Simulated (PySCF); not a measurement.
H$_{3}$Al, triplet, geometry from GFN2-xTB of the parent state (such geometries of metal compounds can be far from the true shape) (a higher spin typed on purpose: for a closed-shell molecule this is an excited state); CAMB3LYP/STO-3G run with PySCF.

PySCF was given this input:
```python
from pyscf import gto, scf, dft

mol = gto.M(
    atom='''
Al   -0.12972065   -0.01446946    0.05836432
H     1.19133358   -0.37622840    1.03675527
H     0.28965596    1.51791039   -0.49772732
H     0.20537886   -0.95357897   -1.29776411
''',
    basis='sto-3g',
    spin=2,
    verbose=4,
)

mf = dft.UKS(mol)
mf.xc = 'camb3lyp'
mf.kernel()
```

Q: Predict the main parts of the log of this PySCF run.

A: 
```
PySCF version 2.14.0

[INPUT] verbose = 4
[INPUT] num. atoms = 4
[INPUT] num. electrons = 16
[INPUT] charge = 0
[INPUT] spin (= nelec alpha-beta = 2S) = 2
[INPUT] symmetry False subgroup None
[INPUT] Mole.unit = angstrom
[INPUT] Symbol           X                Y                Z      unit          X                Y                Z       unit  Magmom
[INPUT]  1 Al    -0.129720650000  -0.014469460000   0.058364320000 AA   -0.245136501201  -0.027343316570   0.110292580246 Bohr   0.0
[INPUT]  2 H      1.191333580000  -0.376228400000   1.036755270000 AA    2.251294189198  -0.710968636283   1.959183518500 Bohr   0.0
[INPUT]  3 H      0.289655960000   1.517910390000  -0.497727320000 AA    0.547370434748   2.868434918732  -0.940568319514 Bohr   0.0
[INPUT]  4 H      0.205378860000  -0.953578970000  -1.297764110000 AA    0.388109797175  -1.802003091445  -2.452418742190 Bohr   0.0

nuclear repulsion = 12.8716086007018
number of shells = 8
number of NR pGTOs = 36
number of NR cGTOs = 12
basis = sto-3g
ecp = {}

******** <class 'pyscf.dft.uks.UKS'> ********
method = UKS
initial guess = minao
damping factor = 0
level_shift factor = 0
DIIS = <class 'pyscf.scf.diis.CDIIS'>
diis_start_cycle = 1
diis_space = 8
diis_damp = 0
SCF conv_tol = 1e-09
SCF conv_tol_grad = None
SCF max_cycles = 50
direct_scf = True
direct_scf_tol = 1e-13
number electrons alpha = 9  beta = 7
XC library pyscf.dft.libxc version 7.1.2
    S. Lehtola, C. Steigemann, M. J. T. Oliveira, and M. A. L. Marques,  SoftwareX 7, 1–5 (2018)
XC functionals = camb3lyp
    T. Yanai, D. P. Tew, and N. C. Handy,  Chem. Phys. Lett. 393, 51 (2004)
radial grids:
    Treutler-Ahlrichs [JCP 102, 346 (1995); DOI:10.1063/1.469408] (M4) radial grids

becke partition: Becke, JCP 88, 2547 (1988); DOI:10.1063/1.454033
pruning grids: <function nwchem_prune>
grids dens level: 3
symmetrized grids: False
atomic radii adjust function: <function treutler_atomic_radii_adjust>
small_rho_cutoff = 0
Set gradient conv threshold to 3.16228e-05
tot grids = 48608
init E= -240.65545642417

cycle= 1 E= -240.991611447992  delta_E= -0.336  |g|= 0.112  |ddm|= 1.53
cycle= 2 E= -241.008759358538  delta_E= -0.0171  |g|= 0.0354  |ddm|= 0.354
cycle= 3 E= -241.010246686952  delta_E= -0.00149  |g|= 0.01  |ddm|= 0.0817
cycle= 4 E= -241.010424910503  delta_E= -0.000178  |g|= 0.00218  |ddm|= 0.0348
cycle= 5 E= -241.010435167023  delta_E= -1.03e-05  |g|= 0.000753  |ddm|= 0.00764
cycle= 6 E= -241.010437451263  delta_E= -2.28e-06  |g|= 0.000283  |ddm|= 0.00409
cycle= 7 E= -241.010438244164  delta_E= -7.93e-07  |g|= 0.000249  |ddm|= 0.00259
cycle= 8 E= -241.010438411688  delta_E= -1.68e-07  |g|= 0.000237  |ddm|= 0.000548
cycle= 9 E= -241.010439182011  delta_E= -7.7e-07  |g|= 0.00025  |ddm|= 0.00253
cycle= 10 E= -241.010435942025  delta_E= 3.24e-06  |g|= 0.000207  |ddm|= 0.0116
cycle= 11 E= -241.010430516712  delta_E= 5.43e-06  |g|= 0.000218  |ddm|= 0.0368
cycle= 12 E= -241.010430513186  delta_E= 3.53e-09  |g|= 0.000244  |ddm|= 0.000326
cycle= 13 E= -241.01043043187  delta_E= 8.13e-08  |g|= 7.55e-05  |ddm|= 0.0059
cycle= 14 E= -241.010430430945  delta_E= 9.25e-10  |g|= 1.3e-05  |ddm|= 0.0021
Extra cycle  E= -241.010430431224  delta_E= -2.78e-10  |g|= 3.93e-06  |ddm|= 4.54e-05
converged SCF energy = -241.010430431224  <S^2> = 2.0150431  2S+1 = 3.010012
```
